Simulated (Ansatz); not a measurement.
Reaction (atomization): `O[SiH](Cl)Br` → Br• + Cl• + 2 H• + O• + Si•

Program: Ansatz. Geometries: PBE0-D4/def2-TZVP. ΔE: electronic, gas phase. CCSD(T)/CBS adds triple-zeta CCSD(T) − MP2 to the extrapolated MP2 energy (def2 sets, frozen cores). This one scheme is used for every species, atoms too. Functionals use def2-TZVPP. B3LYP here is the variant with VWN-RPA as its local correlation; programs differ in this. No spin–orbit coupling; open shells (•) take unrestricted orbitals. Spin–orbit coupling would lower the free atoms: a little for Cl, O, Si; clearly for Br. Bonds to Br are less sure, by a few kJ/mol each and by 10 to 20 or more in all where they break to atoms, as the def2 sets lack core-valence functions. Scalar relativity is left out up to krypton. Each species was taken in one conformer, which may not be the lowest.

| species | B3LYP energy (Eh) |
| --- | --- |
| `O[SiH](Cl)Br` | -3400.55094 |
| Br• | -2574.14096 |
| Cl• | -460.16701 |
| H• | -0.50215 |
| O• | -75.09627 |
| Si• | -289.39209 |

Q: Work out ΔE.

A: ΔE = 2 × (-0.50215) + (-2574.14096) + (-460.16701) + (-75.09627) + (-289.39209) − (-3400.55094) = 0.75031 Eh = +20.42 eV. CCSD(T)/CBS gives +21.21 eV.

Largest T1 diagnostic among the species: 0.012.

From PBE to PBE0 (25 % exact exchange), in def2-TZVPP and without D4, ΔE moves by −0.33 eV: exact exchange takes away binding that semilocal exchange gives to molecules. In def2-TZVPP, CCSD(T) changes the Hartree–Fock value by +5.22 eV (the triples alone add +0.38 eV) and MP2 by +5.96 eV; breaking electron pairs costs correlation energy, which Hartree–Fock lacks.

For atomizations the MP2-based limit and the directly extrapolated one differ by several kJ/mol either way, and by 10 to 25 for some Ge, Se and Sn compounds, so smaller differences from it don't rank the levels.
